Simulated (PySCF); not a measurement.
Compound: C4H5BO.
SMILES with atom numbers: `[BH2:1][c:2]1[cH:3][cH:4][o:5][cH:6]1` (hydrogens: H7, H8 on B1; H9 on C3; H10 on C4; H11 on C6)

The calculation used PySCF 2.14.0, PBE0-D3(BJ)/def2-SVP geometry optimisation, gas phase.

Problem. Give the optimised bond lengths and angles.

Solution. 
| bond | length (bohr) | order |
| --- | --- | --- |
| B1–C2 | 2.882 | single |
| C2–C3 | 2.734 | aromatic |
| C3–C4 | 2.562 | aromatic |
| C4–O5 | 2.574 | aromatic |
| O5–C6 | 2.516 | aromatic |
| C2–C6 | 2.607 | aromatic |
| B1–H7, B1–H8 | 2.286 | single |
| C3–H9 | 2.056 | single |
| C4–H10 | 2.054 | single |
| C6–H11 | 2.057 | single |

Bonds in one row agree within 0.02 bohr and their mean is given. Orders are formal, as drawn. A selection of angles:
| angle | degrees |
| --- | --- |
| C2–B1–H7 | 121.1 |
| C2–B1–H8 | 119.6 |
| H7–B1–H8 | 119.4 |
| B1–C2–C3 | 130.9 |
| B1–C2–C6 | 125.2 |
| C3–C2–C6 | 103.9 |
| C2–C3–C4 | 106.8 |
| C2–C3–H9 | 126.5 |
| C4–C3–H9 | 126.7 |
| C3–C4–O5 | 110.1 |
| C3–C4–H10 | 134.2 |
| O5–C4–H10 | 115.7 |
| C4–O5–C6 | 107.4 |
| O5–C6–H11 | 116.4 |
| C2–C6–O5 | 111.8 |
| C2–C6–H11 | 131.8 |

The C–C distances run from 1.356 Å (C3–C4, aromatic) to 1.447 Å (C2–C3, aromatic), a spread of 0.091 Å. The 2 C–O bonds span 1.331 Å (O5–C6, aromatic) to 1.362 Å (C4–O5, aromatic), a spread of 0.031 Å. The 6 heavy atoms lie in one plane (0.002 Å rms). The 5-membered ring C2–C3–C4–O5–C6 has internal angles of 103.9° to 111.8°; it is planar, 0.00 Å rms from its mean plane, widest ring torsion 0°. B1 (three-coordinate boron) is planar (angles 121.1°, 119.6° and 119.4°, sum 360.0°, 0.00 Å off the plane of its three neighbours).

Point group: Cs (tolerance 0.08 Å). Stationary, but not proved a minimum.
